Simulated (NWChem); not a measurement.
System: H$_{3}$O cation; SMILES [OH3+]

The following NWChem deck was run.

```
start job
memory heap 200 mb stack 900 mb global 1100 mb
charge 1
geometry units angstroms noautosym nocenter noautoz
  O      0.000000     0.000000     0.078775
  H      0.669342     0.669342    -0.207386
  H      0.244996    -0.914338    -0.207386
  H     -0.914338     0.244996    -0.207386
end
basis spherical
  * library def2-svpd
end
dft
  xc xpbe96 cpbe96
  iterations 150
end
tddft
  cis
  nroots 6
  notriplet
end
task tddft energy
```

The geometry was optimised at B3LYP/6-31G* (spherical d).

Vertical excitations in the gas phase.

### Question
What results follow from this input? (PBE/def2-SVPD, TDA.) Quantities: lowest excitation, singlet (eV); oscillator strength of that lowest state; lowest state with f > 0.02, singlet (eV); oscillator strength of that bright state; orbital gap (eV).

### Answer
| Quantity | Result |
|---|---|
| lowest excitation, singlet (eV) | 10.94 |
| oscillator strength of that lowest state | 0.042 |
| lowest state with f > 0.02, singlet (eV) | 10.94 |
| oscillator strength of that bright state | 0.042 |
| orbital gap (eV) | 10.54 |
